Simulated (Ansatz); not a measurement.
Species: H3B, SMILES `B` (charge 0, multiplicity 1).

Give a relaxed geometry from Ansatz (an electronic-structure program) with CAM-B3LYP-D3(BJ)/def2-TZVP.

the end point of this relaxation (outside a Z-matrix the atoms follow the SMILES, hydrogens last).
Cartesian coordinates (Å) in one orientation:
```xyz
4

B      0.000     0.000     0.000
H     -0.837    -0.844     0.001
H     -0.312     1.147     0.000
H      1.149    -0.303     0.000
```
